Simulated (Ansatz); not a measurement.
Molecular dynamics of F₄Hf

The input (input.yaml):

```yaml
crystal:
  periodic: [false, false, false]
  atoms:
    - { symbol: F, position_ang: [-0.91007, -0.146175, 1.667039] }
    - { symbol: Hf, position_ang: [0.010229, -0.014899, -0.008319] }
    - { symbol: F, position_ang: [1.653746, -0.9951, 0.088193] }
    - { symbol: F, position_ang: [-1.089644, -0.742214, -1.398429] }
    - { symbol: F, position_ang: [0.385639, 1.824788, -0.389884] }
basis:
  gaussian: { orbitals: def2-SVP }
hamiltonian:
  xc: pbe
md:
  timestep: 1.0
  n_steps: 150
  ensemble: nve_milne
  temperature: 400.0
  initial_velocities: maxwell_boltzmann
  seed: 821385
```

Launched with:

```bash
$ ansatz run input.yaml --threads 1 --pin off --max-ram 2048MiB --backend cpu --events-out ev --progress --plain --runs-dir out
```

It starts from a relaxed structure.

Output, in part (one step line in 2, the closing report, with atoms numbered from 0):

```
md step     0: t =     0.00 fs  T =   400.0 K  F+E_penalty+E_count = -12165.50961317 eV  E_kin = 0.155112 eV  conserved = -12165.35450118 eV  (23 SCF iters)
md step     2: t =     2.00 fs  T =   385.9 K  F+E_penalty+E_count = -12165.50416203 eV  E_kin = 0.149657 eV  conserved = -12165.35450515 eV  (28 SCF iters)
md step     4: t =     4.00 fs  T =   349.1 K  F+E_penalty+E_count = -12165.48989338 eV  E_kin = 0.135388 eV  conserved = -12165.35450527 eV  (29 SCF iters)
md step     6: t =     6.00 fs  T =   298.7 K  F+E_penalty+E_count = -12165.47032113 eV  E_kin = 0.115815 eV  conserved = -12165.35450633 eV  (29 SCF iters)
md step     8: t =     8.00 fs  T =   245.0 K  F+E_penalty+E_count = -12165.44949789 eV  E_kin = 0.094993 eV  conserved = -12165.35450511 eV  (29 SCF iters)
md step    10: t =    10.00 fs  T =   197.8 K  F+E_penalty+E_count = -12165.43121615 eV  E_kin = 0.076711 eV  conserved = -12165.35450540 eV  (29 SCF iters)
md step    12: t =    12.00 fs  T =   164.9 K  F+E_penalty+E_count = -12165.41845882 eV  E_kin = 0.063953 eV  conserved = -12165.35450576 eV  (29 SCF iters)
md step    14: t =    14.00 fs  T =   151.0 K  F+E_penalty+E_count = -12165.41306407 eV  E_kin = 0.058559 eV  conserved = -12165.35450547 eV  (29 SCF iters)
md step    16: t =    16.00 fs  T =   157.4 K  F+E_penalty+E_count = -12165.41555239 eV  E_kin = 0.061047 eV  conserved = -12165.35450561 eV  (45 SCF iters)
md step    18: t =    18.00 fs  T =   182.0 K  F+E_penalty+E_count = -12165.42507510 eV  E_kin = 0.070570 eV  conserved = -12165.35450517 eV  (29 SCF iters)
md step    20: t =    20.00 fs  T =   219.1 K  F+E_penalty+E_count = -12165.43947682 eV  E_kin = 0.084971 eV  conserved = -12165.35450594 eV  (29 SCF iters)
md step    22: t =    22.00 fs  T =   260.4 K  F+E_penalty+E_count = -12165.45549514 eV  E_kin = 0.100989 eV  conserved = -12165.35450587 eV  (29 SCF iters)
md step    24: t =    24.00 fs  T =   295.6 K  F+E_penalty+E_count = -12165.46914901 eV  E_kin = 0.114644 eV  conserved = -12165.35450471 eV  (29 SCF iters)
md step    26: t =    26.00 fs  T =   314.3 K  F+E_penalty+E_count = -12165.47638446 eV  E_kin = 0.121878 eV  conserved = -12165.35450620 eV  (29 SCF iters)
md step    28: t =    28.00 fs  T =   308.2 K  F+E_penalty+E_count = -12165.47400590 eV  E_kin = 0.119500 eV  conserved = -12165.35450598 eV  (28 SCF iters)
md step    30: t =    30.00 fs  T =   274.1 K  F+E_penalty+E_count = -12165.46077662 eV  E_kin = 0.106272 eV  conserved = -12165.35450479 eV  (28 SCF iters)
md step    32: t =    32.00 fs  T =   216.2 K  F+E_penalty+E_count = -12165.43833793 eV  E_kin = 0.083831 eV  conserved = -12165.35450650 eV  (27 SCF iters)
md step    34: t =    34.00 fs  T =   146.8 K  F+E_penalty+E_count = -12165.41141569 eV  E_kin = 0.056909 eV  conserved = -12165.35450649 eV  (29 SCF iters)
md step    36: t =    36.00 fs  T =    83.4 K  F+E_penalty+E_count = -12165.38685864 eV  E_kin = 0.032352 eV  conserved = -12165.35450616 eV  (28 SCF iters)
md step    38: t =    38.00 fs  T =    43.8 K  F+E_penalty+E_count = -12165.37147337 eV  E_kin = 0.016966 eV  conserved = -12165.35450698 eV  (27 SCF iters)
md step    40: t =    40.00 fs  T =    38.4 K  F+E_penalty+E_count = -12165.36940146 eV  E_kin = 0.014895 eV  conserved = -12165.35450680 eV  (29 SCF iters)
md step    42: t =    42.00 fs  T =    66.7 K  F+E_penalty+E_count = -12165.38036184 eV  E_kin = 0.025855 eV  conserved = -12165.35450703 eV  (28 SCF iters)
md step    44: t =    44.00 fs  T =   116.7 K  F+E_penalty+E_count = -12165.39977558 eV  E_kin = 0.045270 eV  conserved = -12165.35450593 eV  (28 SCF iters)
md step    46: t =    46.00 fs  T =   170.7 K  F+E_penalty+E_count = -12165.42070598 eV  E_kin = 0.066200 eV  conserved = -12165.35450554 eV  (27 SCF iters)
md step    48: t =    48.00 fs  T =   211.5 K  F+E_penalty+E_count = -12165.43650772 eV  E_kin = 0.082001 eV  conserved = -12165.35450653 eV  (45 SCF iters)
md step    50: t =    50.00 fs  T =   227.9 K  F+E_penalty+E_count = -12165.44288508 eV  E_kin = 0.088380 eV  conserved = -12165.35450492 eV  (29 SCF iters)
md step    52: t =    52.00 fs  T =   217.1 K  F+E_penalty+E_count = -12165.43870193 eV  E_kin = 0.084197 eV  conserved = -12165.35450506 eV  (29 SCF iters)
md step    54: t =    54.00 fs  T =   183.5 K  F+E_penalty+E_count = -12165.42564508 eV  E_kin = 0.071139 eV  conserved = -12165.35450642 eV  (29 SCF iters)
md step    56: t =    56.00 fs  T =   136.0 K  F+E_penalty+E_count = -12165.40723480 eV  E_kin = 0.052730 eV  conserved = -12165.35450505 eV  (29 SCF iters)
md step    58: t =    58.00 fs  T =    85.6 K  F+E_penalty+E_count = -12165.38770665 eV  E_kin = 0.033201 eV  conserved = -12165.35450530 eV  (29 SCF iters)
md step    60: t =    60.00 fs  T =    42.8 K  F+E_penalty+E_count = -12165.37109008 eV  E_kin = 0.016584 eV  conserved = -12165.35450602 eV  (29 SCF iters)
md step    62: t =    62.00 fs  T =    15.7 K  F+E_penalty+E_count = -12165.36058270 eV  E_kin = 0.006077 eV  conserved = -12165.35450537 eV  (29 SCF iters)
md step    64: t =    64.00 fs  T =     9.5 K  F+E_penalty+E_count = -12165.35818139 eV  E_kin = 0.003676 eV  conserved = -12165.35450555 eV  (29 SCF iters)
md step    66: t =    66.00 fs  T =    25.8 K  F+E_penalty+E_count = -12165.36450190 eV  E_kin = 0.009997 eV  conserved = -12165.35450536 eV  (29 SCF iters)
md step    68: t =    68.00 fs  T =    62.5 K  F+E_penalty+E_count = -12165.37873708 eV  E_kin = 0.024231 eV  conserved = -12165.35450574 eV  (29 SCF iters)
md step    70: t =    70.00 fs  T =   114.0 K  F+E_penalty+E_count = -12165.39873125 eV  E_kin = 0.044225 eV  conserved = -12165.35450586 eV  (29 SCF iters)
md step    72: t =    72.00 fs  T =   172.0 K  F+E_penalty+E_count = -12165.42118715 eV  E_kin = 0.066682 eV  conserved = -12165.35450479 eV  (29 SCF iters)
md step    74: t =    74.00 fs  T =   225.8 K  F+E_penalty+E_count = -12165.44205635 eV  E_kin = 0.087550 eV  conserved = -12165.35450603 eV  (29 SCF iters)
md step    76: t =    76.00 fs  T =   264.8 K  F+E_penalty+E_count = -12165.45717254 eV  E_kin = 0.102666 eV  conserved = -12165.35450604 eV  (28 SCF iters)
md step    78: t =    78.00 fs  T =   280.2 K  F+E_penalty+E_count = -12165.46315957 eV  E_kin = 0.108655 eV  conserved = -12165.35450462 eV  (29 SCF iters)
md step    80: t =    80.00 fs  T =   268.2 K  F+E_penalty+E_count = -12165.45851130 eV  E_kin = 0.104005 eV  conserved = -12165.35450624 eV  (44 SCF iters)
md step    82: t =    82.00 fs  T =   232.1 K  F+E_penalty+E_count = -12165.44451545 eV  E_kin = 0.090009 eV  conserved = -12165.35450633 eV  (27 SCF iters)
md step    84: t =    84.00 fs  T =   183.1 K  F+E_penalty+E_count = -12165.42551316 eV  E_kin = 0.071008 eV  conserved = -12165.35450552 eV  (28 SCF iters)
md step    86: t =    86.00 fs  T =   138.0 K  F+E_penalty+E_count = -12165.40803860 eV  E_kin = 0.053532 eV  conserved = -12165.35450683 eV  (29 SCF iters)
md step    88: t =    88.00 fs  T =   114.2 K  F+E_penalty+E_count = -12165.39877523 eV  E_kin = 0.044268 eV  conserved = -12165.35450687 eV  (28 SCF iters)
md step    90: t =    90.00 fs  T =   122.5 K  F+E_penalty+E_count = -12165.40200113 eV  E_kin = 0.047494 eV  conserved = -12165.35450688 eV  (29 SCF iters)
md step    92: t =    92.00 fs  T =   163.2 K  F+E_penalty+E_count = -12165.41777844 eV  E_kin = 0.063272 eV  conserved = -12165.35450651 eV  (28 SCF iters)
md step    94: t =    94.00 fs  T =   225.4 K  F+E_penalty+E_count = -12165.44191953 eV  E_kin = 0.087414 eV  conserved = -12165.35450596 eV  (29 SCF iters)
md step    96: t =    96.00 fs  T =   292.0 K  F+E_penalty+E_count = -12165.46774905 eV  E_kin = 0.113242 eV  conserved = -12165.35450666 eV  (28 SCF iters)
md step    98: t =    98.00 fs  T =   345.9 K  F+E_penalty+E_count = -12165.48864818 eV  E_kin = 0.134143 eV  conserved = -12165.35450519 eV  (28 SCF iters)
md step   100: t =   100.00 fs  T =   375.5 K  F+E_penalty+E_count = -12165.50011816 eV  E_kin = 0.145613 eV  conserved = -12165.35450500 eV  (28 SCF iters)
md step   102: t =   102.00 fs  T =   376.9 K  F+E_penalty+E_count = -12165.50067517 eV  E_kin = 0.146169 eV  conserved = -12165.35450647 eV  (28 SCF iters)
md step   104: t =   104.00 fs  T =   353.6 K  F+E_penalty+E_count = -12165.49161943 eV  E_kin = 0.137114 eV  conserved = -12165.35450510 eV  (28 SCF iters)
md step   106: t =   106.00 fs  T =   313.6 K  F+E_penalty+E_count = -12165.47612063 eV  E_kin = 0.121616 eV  conserved = -12165.35450513 eV  (28 SCF iters)
md step   108: t =   108.00 fs  T =   267.3 K  F+E_penalty+E_count = -12165.45814398 eV  E_kin = 0.103638 eV  conserved = -12165.35450623 eV  (29 SCF iters)
md step   110: t =   110.00 fs  T =   224.5 K  F+E_penalty+E_count = -12165.44155248 eV  E_kin = 0.087047 eV  conserved = -12165.35450529 eV  (29 SCF iters)
md step   112: t =   112.00 fs  T =   193.4 K  F+E_penalty+E_count = -12165.42949588 eV  E_kin = 0.074990 eV  conserved = -12165.35450543 eV  (45 SCF iters)
md step   114: t =   114.00 fs  T =   179.3 K  F+E_penalty+E_count = -12165.42404853 eV  E_kin = 0.069543 eV  conserved = -12165.35450561 eV  (29 SCF iters)
md step   116: t =   116.00 fs  T =   184.5 K  F+E_penalty+E_count = -12165.42603451 eV  E_kin = 0.071529 eV  conserved = -12165.35450558 eV  (29 SCF iters)
md step   118: t =   118.00 fs  T =   207.5 K  F+E_penalty+E_count = -12165.43498420 eV  E_kin = 0.080478 eV  conserved = -12165.35450577 eV  (29 SCF iters)
md step   120: t =   120.00 fs  T =   244.2 K  F+E_penalty+E_count = -12165.44919174 eV  E_kin = 0.094687 eV  conserved = -12165.35450499 eV  (29 SCF iters)
md step   122: t =   122.00 fs  T =   287.2 K  F+E_penalty+E_count = -12165.46588117 eV  E_kin = 0.111375 eV  conserved = -12165.35450586 eV  (28 SCF iters)
md step   124: t =   124.00 fs  T =   327.5 K  F+E_penalty+E_count = -12165.48151567 eV  E_kin = 0.127010 eV  conserved = -12165.35450606 eV  (28 SCF iters)
md step   126: t =   126.00 fs  T =   355.3 K  F+E_penalty+E_count = -12165.49229589 eV  E_kin = 0.137791 eV  conserved = -12165.35450460 eV  (27 SCF iters)
md step   128: t =   128.00 fs  T =   362.0 K  F+E_penalty+E_count = -12165.49488235 eV  E_kin = 0.140376 eV  conserved = -12165.35450602 eV  (28 SCF iters)
md step   130: t =   130.00 fs  T =   342.5 K  F+E_penalty+E_count = -12165.48730347 eV  E_kin = 0.132797 eV  conserved = -12165.35450621 eV  (29 SCF iters)
md step   132: t =   132.00 fs  T =   297.4 K  F+E_penalty+E_count = -12165.46984793 eV  E_kin = 0.115343 eV  conserved = -12165.35450484 eV  (29 SCF iters)
md step   134: t =   134.00 fs  T =   234.8 K  F+E_penalty+E_count = -12165.44555252 eV  E_kin = 0.091046 eV  conserved = -12165.35450633 eV  (29 SCF iters)
md step   136: t =   136.00 fs  T =   168.5 K  F+E_penalty+E_count = -12165.41984258 eV  E_kin = 0.065336 eV  conserved = -12165.35450660 eV  (29 SCF iters)
md step   138: t =   138.00 fs  T =   115.1 K  F+E_penalty+E_count = -12165.39912141 eV  E_kin = 0.044615 eV  conserved = -12165.35450617 eV  (29 SCF iters)
md step   140: t =   140.00 fs  T =    88.0 K  F+E_penalty+E_count = -12165.38862362 eV  E_kin = 0.034117 eV  conserved = -12165.35450673 eV  (29 SCF iters)
md step   142: t =   142.00 fs  T =    92.6 K  F+E_penalty+E_count = -12165.39041955 eV  E_kin = 0.035913 eV  conserved = -12165.35450644 eV  (29 SCF iters)
md step   144: t =   144.00 fs  T =   124.0 K  F+E_penalty+E_count = -12165.40260431 eV  E_kin = 0.048098 eV  conserved = -12165.35450676 eV  (45 SCF iters)
md step   146: t =   146.00 fs  T =   169.2 K  F+E_penalty+E_count = -12165.42012131 eV  E_kin = 0.065616 eV  conserved = -12165.35450575 eV  (29 SCF iters)
md step   148: t =   148.00 fs  T =   212.1 K  F+E_penalty+E_count = -12165.43675045 eV  E_kin = 0.082245 eV  conserved = -12165.35450516 eV  (29 SCF iters)
md step   150: t =   150.00 fs  T =   239.1 K  F+E_penalty+E_count = -12165.44723286 eV  E_kin = 0.092726 eV  conserved = -12165.35450641 eV  (45 SCF iters)
Total energy: -12165.44730227 eV, -447.0719423220 hartree
Atom 0 at    -0.896719    -0.189898     1.700186 Å, force    -0.240252     0.023761     0.358628 eV/Å
Atom 1 at    -0.007132    -0.006806     0.020897 Å, force     0.589980    -0.129585    -1.033744 eV/Å
Atom 2 at     1.632977    -0.995553    -0.019943 Å, force    -0.080539     0.063506     0.207108 eV/Å
Atom 3 at    -0.964891    -0.730967    -1.472109 Å, force    -0.177888     0.008900     0.223070 eV/Å
Atom 4 at     0.431402     1.781685    -0.515691 Å, force    -0.091301     0.033417     0.244937 eV/Å
Dipole moment:    -0.093730     0.041942     0.158240 e Å
```

All steps were run. The conserved energy stayed within 0.0028 meV per atom of its start (net change -0.001 meV per atom), so the integration is sound. A run of 0.15 ps of so small a system gives no equilibrium averages.

The same pairs are bonded in the first frame and the last. Pairs count as bonded within 1.25 times the sum of covalent radii (0.12 Å more for H–H).

Last frame:

```xyz
5
Properties=species:S:1:pos:R:3
F -0.897 -0.190 1.700
Hf -0.007 -0.007 0.021
F 1.633 -0.996 -0.020
F -0.965 -0.731 -1.472
F 0.431 1.782 -0.516
```

The run took 6.7 min on 1 thread of Arm Neoverse V2, on a shared host, peak memory 0.16 GiB.
